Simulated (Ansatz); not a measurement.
`[SiH3][O][AlH][Br]` + HBr → `[Br][AlH][Br]` + `O[SiH3]`  (ligand exchange at the Al–O bond)

Gas-phase electronic energies from Ansatz, PBE0-D4/def2-TZVP geometries. CCSD(T)/CBS is the MP2 limit (def2-TZVPP, def2-QZVPP) plus CCSD(T) − MP2 in def2-TZVPP, frozen cores. Functionals use def2-TZVPP. For Br outer-core shells are correlated without core-valence functions, which leaves a few kJ/mol of doubt a bond. Scalar relativity is left out up to krypton. Each species was taken in one conformer, which may not be the lowest.

`[SiH3][O][AlH][Br]`:

```xyz
8

Si    0.323   -1.418   -0.083
O    -0.402    0.028    0.129
Al   -0.629    1.684    0.176
Br    1.091    3.018   -0.388
H     1.666   -1.247   -0.698
H     0.472   -2.093    1.232
H    -0.515   -2.262   -0.973
H    -2.006    2.291    0.605
```

HBr:

Z-matrix (Å, degrees):
```
Br
H 1 1.420
```

`[Br][AlH][Br]`:

```xyz
4

Br    0.983   -0.285    1.895
Al   -0.128   -0.122   -0.045
Br    0.372    1.575   -1.421
H    -1.227   -1.168   -0.429
```

`O[SiH3]`:

```xyz
6

O    -0.306    1.121   -0.541
Si    0.249   -0.272    0.143
H    -1.251    1.219   -0.653
H    -0.283   -0.456    1.522
H     1.723   -0.144    0.187
H    -0.132   -1.468   -0.657
```

```tsv
level	ΔE (kJ/mol)
revPBE-D4	-4.8
ωB97X-V	2.1
CAM-B3LYP	8.7
CCSD/def2-SVP	11.7
```

Problem. What does CCSD(T)/CBS give? (An estimate is asked.)

Solution. Ansatz gave: +0.3 kJ/mol. The listed levels differ from it by -5.1, 1.8, 8.4, 11.4 kJ/mol.

Largest T1 diagnostic among the species: 0.011.

Leaving LDA and LC-ωPBE aside and taking each functional with its dispersion term where it has one, the values, not all of them listed here, spread over 16.4 kJ/mol, from HSE06-D4 to CAM-B3LYP-D4. LDA lies +5.4 kJ/mol from PBE without D4. At CCSD(T), def2-SVP lies +10.9 kJ/mol from the extrapolated value and def2-TZVPP +5.4 kJ/mol.
